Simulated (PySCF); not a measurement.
## Simulated absorption spectrum

Species: C₅H₉NO.
SMILES: `CC/C=C/C(N)=O`

The calculation used PySCF, TDDFT CAM-B3LYP/def2-SVPD, vertical, gas phase, core orbitals frozen in the response. One conformer (not necessarily the lowest) at the GFN2-xTB geometry, without solvent, vibrations or thermal averaging. Torsions of this conformer, `[CH3:1][CH2:2]/[CH:3]=[CH:4]/[C:5]([NH2:6])=[O:7]`: C1–C2–C3–C4 -120°, C3–C4–C5–N6 -179°, H–N6–C5–C4 1°, H–N6–C5–C4 180°.

Broadening: Gaussians 0.3 eV wide at half height, area fixed by f = 4.319×10⁻⁹ ∫ε dν̃. The width is an assumption, not a result. The curve ends short of the highest state used, and states not computed would add to its high-energy end.

```csv
E (eV),ε (L mol⁻¹ cm⁻¹)
4.49,0
4.54,0
4.59,0
4.64,0
4.70,0
4.75,1
4.80,1
4.85,1
4.90,2
4.95,2
5.01,2
5.06,1
5.11,1
5.16,0
5.21,0
5.26,0
5.31,0
5.37,0
5.42,0
5.47,0
5.52,0
5.57,0
5.62,0
5.67,1
5.73,6
5.78,28
5.83,111
5.88,371
5.93,1067
5.98,2627
6.04,6326
6.09,11114
6.14,16768
6.19,21798
6.24,24637
6.29,24789
6.34,23447
6.40,22998
6.45,25332
6.50,29458
6.55,32872
6.60,32990
6.65,28904
6.70,21853
6.76,12788
6.81,6918
6.86,3225
6.91,1336
6.96,593
7.01,483
7.07,854
7.12,1529
7.17,2567
7.22,3925
7.27,5387
7.32,6552
```

Question: Locate the maxima and give the states behind the curve.

Answer: 198 nm (6.27 eV), ε about 25000, made up of S2 (94%); 189 nm (6.58 eV), ε about 33000, made up of S3 (97%) (ε in L mol⁻¹ cm⁻¹; maxima over ε = 5, shares over 10%). At its high-energy end, 7.32 eV, the curve is still rising (ε about 6600, from S5 and S6). The states used: S1 4.94 eV (f 0.0000); S2 6.25 eV (f 0.265); S3 6.59 eV (f 0.364); S4 7.20 eV (f 0.0087); S5 7.37 eV (f 0.059); S6 7.41 eV (f 0.015); S7 7.64 eV (f 0.0001); S8 7.92 eV (f 0.0052).

Question: What would ε be at 6.58 eV, the highest of these maxima, with half the width (0.15 eV)?

Answer: About 65100 L mol⁻¹ cm⁻¹ against 33500, a factor of about 1.9; a lone state at its own centre would give exactly 2.

Question: On this curve, what absorbance would a 10⁻⁴ mol/L sample give at 248 nm over a 1 cm path?

Answer: 248 nm is 4.999 eV, where ε is about 1.6 L mol⁻¹ cm⁻¹, so A = ε c l ≈ 0.00016 (Beer–Lambert, with the gas-phase spectrum and the assumed width).

Question: Does any computed singlet lie in the visible range?

Answer: No computed singlet lies in the visible range (380 to 750 nm); the lowest, at 251 nm, stands 1.68 eV above its violet end (3.26 eV).

Hardware: one thread of an Arm Neoverse V2 (shared host). Cost: 41 s wall.
